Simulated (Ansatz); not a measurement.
Reaction (ligand exchange at a B–S bond): `BSC(=C)CF` + `OCO` → `BOCO` + `C=C(S)CF`

Computed with Ansatz on PBE0-D4/def2-TZVP structures; ΔE is electronic, products minus reactants. CCSD(T)/CBS adds triple-zeta CCSD(T) − MP2 to the extrapolated MP2 energy (def2 sets, frozen cores). This one scheme is used for every species. DFT in def2-TZVPP. B3LYP here is the variant with VWN-RPA as its local correlation; programs differ in this. Each species was taken in one conformer, which may not be the lowest.

Problem. Is it downhill or uphill in electronic energy at CCSD(T)/CBS, and by how much? (Best estimate.)

Solution. The calculation gave: Downhill: ΔE = -20.4 kcal/mol.

Problem. What do these levels give: r2SCAN-D4, PBE0-D4, ωB97X-V, r2SCAN, PBE0, B3LYP, HF/def2-TZVPP, MP2/def2-TZVPP, SCS-MP2/def2-TZVPP, CCSD/def2-TZVPP, SCS-MP2/def2-QZVPP, MP2/CBS(def2)? (Estimate.)

Solution. The calculation gave: r2SCAN-D4 -17.9, PBE0-D4 -16.4, ωB97X-V -20.4, r2SCAN -18.1, PBE0 -16.9, B3LYP -26.2, HF/def2-TZVPP -35.0, MP2/def2-TZVPP -16.2, SCS-MP2/def2-TZVPP -20.9, CCSD/def2-TZVPP -23.2, SCS-MP2/def2-QZVPP -20.7, MP2/CBS(def2) -15.7 kcal/mol.

Largest T1 diagnostic among the species: 0.013.

The D4 term adds +1.2 kcal/mol with B3LYP and +0.6 kcal/mol with PBE0; it sums over pairs of atoms, weighted by their polarisabilities, and B3LYP, whose exchange is more repulsive, gets the larger term. In def2-TZVPP, CCSD(T) changes the Hartree–Fock value by +14.1 kcal/mol (the triples alone add +2.3 kcal/mol) and MP2 by +18.8 kcal/mol.
